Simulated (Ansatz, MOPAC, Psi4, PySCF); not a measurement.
Pair of molecules: HF (SMILES F) (first 2 atoms) with HCl (SMILES Cl); geometry from B3LYP-D3(BJ)/def2-TZVP, rigid monomers moved along the line of their centres of mass till H2···Cl3 is 2.63 Å.
(charge 0, multiplicity 1):
```
atom    x (Å)    y (Å)    z (Å)
----  -------  -------  -------
F     -0.0125  -0.0839  -0.1391
H      0.1544   0.1338   0.7509
Cl    -0.0317   0.5400   3.3457
H     -1.2464   0.1226   3.3269
```

```csv
level,interaction energy (kcal/mol),"minus CCSD(T)/CBS(aug-cc-pV(T+d)Z, aug-cc-pV(Q+d)Z)",cost
AM1,-1.02,1.58,-
PM3,-1.40,1.20,-
HF/STO-3G (no counterpoise),-1.06,1.54,-
HF/aug-cc-pV(D+d)Z,-1.79,0.81,-
PBE/def2-TZVPPD,-2.72,-0.12,×1
B3LYP/6-311+G** (no counterpoise),-2.37,0.23,-
B3LYP-D4/def2-TZVPPD,-2.71,-0.11,×1
wB97M-V/def2-TZVPPD,-2.61,-0.01,×4
MP2/aug-cc-pV(D+d)Z,-2.29,0.31,-
MP2/aug-cc-pV(T+d)Z,-2.49,0.10,-
SCS-MP2/aug-cc-pV(D+d)Z,-2.09,0.51,-
CCSD(T)/aug-cc-pV(D+d)Z,-2.25,0.35,×2
"CCSD(T)/CBS(aug-cc-pV(T+d)Z, aug-cc-pV(Q+d)Z)",-2.60,0.00,×800*
SAPT0/jun-cc-pV(D+d)Z,-2.21,0.39,-
```

 The comparison column counts from a level with limits of its own.

The rows run from -2.72 (PBE/def2-TZVPPD) to -1.02 kcal/mol (AM1). From aug-cc-pV(D+d)Z to aug-cc-pV(T+d)Z MP2 changes by -0.20.

Monomers are frozen at their geometry in the pair; levels with a basis set take the counterpoise correction. Rows marked so take none.

Frozen-core correlation. CBS: X⁻³ extrapolation of the correlation energy, Hartree–Fock from the larger set. Rows in 6-311+G**, STO-3G carry no dispersion term and start afresh at each structure. The state that AM1, PM3 reach isn't checked.

The values were computed with Ansatz (Gaussian orbitals); MOPAC for AM1, PM3 (differences of heats of formation); Psi4 for SAPT; PySCF for 6-311+G** rows, STO-3G rows, the dispersion terms. Each number belongs to the level named beside it.

Costs are rough ratios of core time to PBE/def2-TZVPPD (about 1.0 s over the structures, on one shared machine); a dash marks a level with no comparable run of its own. A star marks coupled-cluster runs past 200 virtual orbitals, where the program's memory plan changes under this machine's limit, so their costs aren't comparable with smaller runs.

Ansatz is an electronic-structure program.
